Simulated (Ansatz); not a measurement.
```yaml
crystal:
  periodic: [false, false, false]
  atoms:
    - {symbol: Re, position_ang: [0.725193, 0.231006, -0.321308]}
    - {symbol: S, position_ang: [-0.548203, 1.348772, 0.794470]}
    - {symbol: S, position_ang: [-0.176990, -1.579768, -0.473172]}
basis:
  gaussian: {orbitals: def2-TZVP, point_charges: [{charge: 2.00, position_ang: [4.230, -0.211, 0.738]}]}
total_charge: 2
magnetization: {spin_polarized: false, initial_magnetization: 1}
hamiltonian: {xc: {name: BHLYP}}
scf: {omitted_lower_state_checks: [starts]}
output: {forces: true}
```

```sh
$ ansatz run in.yaml --threads 4 --pin off --events-out ev --progress --plain --max-ram 3916MiB
```

It prints (some lines left out):

```
Functional definition: BHLYP
809 factors; integrals over basis functions are off by at most 8.1e-4 eV
mean field evaluation 1: about -23743.7113 eV, gradient 8.7e1 eV
mean field evaluation 2: about -23744.0780 eV, gradient 8.7e1 eV
mean field evaluation 4: about -23754.1400 eV, gradient 5.3e1 eV
mean field evaluation 8: about -23760.5563 eV, gradient 7.7e-1 eV
mean field evaluation 16: about -23760.5840 eV, gradient 1.3e-1 eV
mean field evaluation 32: about -23760.5849 eV, gradient 7.1e-3 eV
mean field -23760.58495460 eV, -873.1853915787 hartree, gradient 5.9e-6 eV, S^2 0.750000; 0 other end points of the search recorded, 0 dependent functions left out
reference -23760.58509463 eV, -873.1853967247 hartree; 23, 22 occupied and 91, 92 virtual orbitals, 809 factors
Total energy: -23760.58509463 eV, -873.1853967247 hartree
Atom 0 at     0.725193     0.231006    -0.321308 Å, force    -0.128848     0.690560    -2.670468 eV/Å
Atom 1 at    -0.548203     1.348772     0.794470 Å, force    -0.859016    -0.055080     1.161140 eV/Å
Atom 2 at    -0.176990    -1.579768    -0.473172 Å, force    -0.383176    -0.291527     0.739561 eV/Å
Dipole moment:    -1.364498     0.103950    -0.221545 e Å
Checks for a lower state left out: starts
```

It took 4.6 s on 4 threads of Arm Neoverse V2 on a shared host.

In the def2 sets Re takes a core potential; there is no spin–orbit coupling.

With spin_polarized false and unpaired electrons the run is restricted open-shell.

The dipole of an ion depends on the origin.
